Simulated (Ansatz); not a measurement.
`C[SiH](Cl)N[SiH2]Cl` + `C=CCCl` → `C[SiH2]N[SiH2]Cl` + `Cl/C=C/CCl`  (formal exchange of groups at the Si–Cl bond)

Isolated molecules relaxed with PBE0-D4/def2-TZVP in Ansatz; ΔE leaves out vibrations. CCSD(T)/CBS is the MP2 limit (def2-TZVPP, def2-QZVPP) plus CCSD(T) − MP2 in def2-TZVPP, frozen cores. DFT in def2-TZVPP. B3LYP here is the variant with VWN-RPA as its local correlation; programs differ in this. One conformer a species, not always the lowest.

```json
{"level": "PBE-D4", "ΔE (kJ/mol)": "159.9", "difference from CCSD(T)/CBS": "-14.5"}
{"level": "r2SCAN-D4", "ΔE (kJ/mol)": "170.1", "difference from CCSD(T)/CBS": "-4.3"}
{"level": "PBE0-D4", "ΔE (kJ/mol)": "167.9", "difference from CCSD(T)/CBS": "-6.5"}
{"level": "B3LYP-D4", "ΔE (kJ/mol)": "169.5", "difference from CCSD(T)/CBS": "-4.9"}
{"level": "ωB97X-V", "ΔE (kJ/mol)": "170.2", "difference from CCSD(T)/CBS": "-4.2"}
{"level": "ωB97M-V", "ΔE (kJ/mol)": "174.2", "difference from CCSD(T)/CBS": "-0.2"}
{"level": "B2PLYP", "ΔE (kJ/mol)": "168.6", "difference from CCSD(T)/CBS": "-5.8"}
{"level": "PBE", "ΔE (kJ/mol)": "156.4", "difference from CCSD(T)/CBS": "-18.0"}
{"level": "r2SCAN", "ΔE (kJ/mol)": "169.3", "difference from CCSD(T)/CBS": "-5.1"}
{"level": "PBE0", "ΔE (kJ/mol)": "164.8", "difference from CCSD(T)/CBS": "-9.6"}
{"level": "B3LYP", "ΔE (kJ/mol)": "163.8", "difference from CCSD(T)/CBS": "-10.6"}
{"level": "HF/def2-TZVPP", "ΔE (kJ/mol)": "179.7", "difference from CCSD(T)/CBS": "5.3"}
{"level": "MP2/def2-TZVPP", "ΔE (kJ/mol)": "174.1", "difference from CCSD(T)/CBS": "-0.3"}
{"level": "SCS-MP2/def2-TZVPP", "ΔE (kJ/mol)": "170.3", "difference from CCSD(T)/CBS": "-4.1"}
{"level": "CCSD/def2-TZVPP", "ΔE (kJ/mol)": "172.4", "difference from CCSD(T)/CBS": "-2.0"}
{"level": "CCSD(T)/def2-TZVPP", "ΔE (kJ/mol)": "170.2", "difference from CCSD(T)/CBS": "-4.2"}
{"level": "HF/def2-QZVPP", "ΔE (kJ/mol)": "179.7", "difference from CCSD(T)/CBS": "5.3"}
{"level": "MP2/def2-QZVPP", "ΔE (kJ/mol)": "176.5", "difference from CCSD(T)/CBS": "2.1"}
{"level": "SCS-MP2/def2-QZVPP", "ΔE (kJ/mol)": "173.0", "difference from CCSD(T)/CBS": "-1.4"}
{"level": "HF/CBS(def2)", "ΔE (kJ/mol)": "179.7", "difference from CCSD(T)/CBS": "5.3"}
{"level": "MP2/CBS(def2)", "ΔE (kJ/mol)": "178.3", "difference from CCSD(T)/CBS": "3.9"}
{"level": "CCSD/CBS(def2)", "ΔE (kJ/mol)": "176.6", "difference from CCSD(T)/CBS": "2.2"}
{"level": "CCSD(T)/CBS", "ΔE (kJ/mol)": "174.4", "difference from CCSD(T)/CBS": "0"}
```

Largest T1 diagnostic among the species: 0.010.

The D4 term adds +5.7 kJ/mol with B3LYP and +3.2 kJ/mol with PBE0; it sums over pairs of atoms, weighted by their polarisabilities, and B3LYP, whose exchange is more repulsive, gets the larger term. In def2-TZVPP, CCSD(T) changes the Hartree–Fock value by −9.5 kJ/mol (the triples alone add −2.2 kJ/mol) and MP2 by −5.6 kJ/mol. From PBE to PBE0 (25 % exact exchange), in def2-TZVPP and without D4, ΔE moves by +8.4 kJ/mol.
